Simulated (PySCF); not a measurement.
Ti(F)3(OH) (F3HOTi), SMILES [OH][Ti]([F])([F])[F], multiplicity 1.

Geometry optimised at PBE0-D3(BJ)/def2-SVP. A frequency run showed that this geometry is not a minimum. The spin state was assumed, not searched. The structure was generated by enumeration; whether it is a known compound was not checked. The values are those of a single conformer.

Computed with PBE0-D3(BJ)/def2-SVP run with PySCF.

Frequencies are harmonic and unscaled.

Modes within 1.5 cm⁻¹ of each other (mostly degenerate sets) share a row, with their intensities summed.

Computed normal modes with their intensities:
```json
[
 {"mode": "1–2", "ν (cm⁻¹)": "162i", "IR (km/mol)": "366.4", "Raman (Å⁴/amu)": "7.6", "depolarisation": "0.75", "moving atoms (share of kinetic energy)": "H 91 %"},
 {"mode": "3–4", "ν (cm⁻¹)": "200", "IR (km/mol)": "11.7", "Raman (Å⁴/amu)": "5.0", "depolarisation": "0.75", "moving atoms (share of kinetic energy)": "F 84 %, O 12 %"},
 {"mode": "5", "ν (cm⁻¹)": "231", "IR (km/mol)": "18.5", "Raman (Å⁴/amu)": "0.9", "depolarisation": "0.70", "moving atoms (share of kinetic energy)": "F 64 %, Ti 23 %, O 12 %"},
 {"mode": "6–7", "ν (cm⁻¹)": "234", "IR (km/mol)": "45.5", "Raman (Å⁴/amu)": "1.9", "depolarisation": "0.75", "moving atoms (share of kinetic energy)": "F 44 %, O 35 %, Ti 20 %"},
 {"mode": "8", "ν (cm⁻¹)": "747", "IR (km/mol)": "27.7", "Raman (Å⁴/amu)": "12.3", "depolarisation": "0.00", "moving atoms (share of kinetic energy)": "F 87 %, O 10 %"},
 {"mode": "9–10", "ν (cm⁻¹)": "824", "IR (km/mol)": "453.5", "Raman (Å⁴/amu)": "1.8", "depolarisation": "0.75", "moving atoms (share of kinetic energy)": "F 61 %, Ti 39 %"},
 {"mode": "11", "ν (cm⁻¹)": "892", "IR (km/mol)": "255.9", "Raman (Å⁴/amu)": "5.2", "depolarisation": "0.24", "moving atoms (share of kinetic energy)": "O 59 %, Ti 34 %"},
 {"mode": "12", "ν (cm⁻¹)": "3991", "IR (km/mol)": "445.8", "Raman (Å⁴/amu)": "119.2", "depolarisation": "0.35", "moving atoms (share of kinetic energy)": "H 94 %"}
]
```
